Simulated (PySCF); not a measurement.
## Peak assignment

Mapped SMILES: `[F:1][SiH2:2][C:3]([F:4])([F:5])[O:6][CH:7]([SiH3:8])[SiH3:9]`. Hydrogens are named by the atom that carries them.

[PySCF 2.14.0 with density-fitted response routines: structure optimised with GFN2-xTB; σ from GIAO-PBE0/pcSseg-1; non-relativistic Hamiltonian; no solvent model; rapidly exchanging positions averaged; one computed conformer]

Referencing at the same level of theory: TMS for ¹³C and ¹H.

Question: Assign these signals to the numbered atoms. ¹³C{¹H} NMR (computed): δ 133.2 (C), 53.5 (CH).

Answer: 
| δ (ppm) | atoms | environment | reason |
| --- | --- | --- | --- |
| 133.2 | C3 | fully substituted sp3 carbon bonded to 2 F and O and Si | 3 electronegative neighbours deshield it |
| 53.5 | C7 | sp3 CH bonded to O and 2 Si | deshielded by the electronegative neighbour |

Question: Assign these signals to the numbered atoms. ¹H NMR (300 MHz, computed): δ 4.93 (m, 2H), 4.82 (sept, 1H), 4.14 (d, 6H).

Answer: 
| δ (ppm) | atoms | environment | reason |
| --- | --- | --- | --- |
| 4.93 | H(Si2) | hydrogen on a silicon bonded to C, F | – |
| 4.82 | H(C7) | hydrogen on an sp3 CH bonded to O and 2 Si | its carbon carries O, an electronegative neighbour |
| 4.14 | H(Si8)/H(Si9) | hydrogen on a silicon bonded to C | – |

H(Si2) and H(C7) lie closer than the usual error of such a calculation, so a measured spectrum could show them in the other order.

Splittings by ¹⁹F in the carbon and heteronuclear signals aren't shown, as no couplings were computed. Shifts are as computed. Against solution values, carbons near 30 ppm lie about +3 ppm off and those near 130 ppm about +5 ppm. Of 1309 compounds with measured shifts, 239 miss one by over three times the rms of a fit or turn the order of signals round; such compounds aren't used in these exercises. Multiplicities follow the n + 1 count of equivalent neighbours, as no J values were calculated; m marks all less simple cases, F and P coupling included.
